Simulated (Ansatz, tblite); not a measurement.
Adding an electron: Cu₃Cl₃⁺ (the lowest doublet isomer of a short search). Total charge 1; doublet. Geometry: r2SCAN-D4/def2-SVP. Ansatz, gas phase; energy differences of separate SCF runs; the reduced species is a singlet (the triplet lies 4.21 eV higher at PBE0-D4/def2-TZVP).

| atom | x (Å) | y (Å) | z (Å) |
| --- | --- | --- | --- |
| Cu1 | 0.865 | -0.970 | 0.762 |
| Cu2 | 0.423 | 0.391 | -1.391 |
| Cu3 | -1.356 | 0.604 | 0.659 |
| Cl4 | -1.388 | 1.591 | -1.282 |
| Cl5 | -0.662 | -0.674 | 2.281 |
| Cl6 | 2.118 | -0.942 | -1.030 |

The xTB rows come from tblite. HSE06 is defined as in plane-wave codes, on full-range PBE exchange. HOMO above LUMO, or a gap near zero within one spin, warns that the state may not be the lowest or that an electron is smeared out. No other spin state of charge 1 was run. The structure comes from a short search, and lower isomers may exist.

```csv
level,−HOMO (eV),−LUMO (eV),vertical EA (eV),HOMO–LUMO gap (eV),remarks
GFN1-xTB,–,–,13.92,–,–
GFN2-xTB,–,–,13.78,–,–
PBE-D4/def2-TZVP,11.68,11.61,8.78,0.07,gap within one spin near zero (+1 doublet)
PBE0-D4/def2-TZVP,12.90,11.01,9.21,1.90,–
HSE06-D4/def2-TZVP,12.51,11.36,9.18,1.15,–
```

  HOMO and LUMO are the levels of the spin that leaves or enters (xTB has no such levels and no spin-polarisation term). Other spin states of the ions may lie lower, which would lower the ionisation energy or raise the affinity. Raw xTB energy differences between charge states are shifted by several eV; the methods need an empirical correction for them.
